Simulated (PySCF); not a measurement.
## Ionisation energy along the 7-electron series

Calculated with PySCF 2.14 and a two-component X2C-1e Hamiltonian (Gaussian nucleus, no Breit or QED terms), each ion in its own even-tempered basis scaled to its charge; GMP2 freezes nothing and drops the highest virtual spinors. Values in eV. NIST values: (m) measured, (s) semi-empirical, (t) theoretical.

```csv
ion,configuration,GHF (spin-free),GMP2 (spin-free),GHF (screened spin-orbit),GMP2 (screened spin-orbit),NIST
As²⁶⁺,[He] 2s2 2p3,2793.5,2793.4,2769.7,2768.2,2766 ± 21 (s)
Se²⁷⁺,[He] 2s2 2p3,2994.3,2994.2,2967.3,2966.0,2964 ± 22 (s)
Br²⁸⁺,[He] 2s2 2p3,3202.2,3202.0,3172.0,3170.8,3169 ± 24 (s)
```

Between Z = 33 and Z = 35 the GMP2 (screened spin-orbit) value grows as Z to the power 2.31.
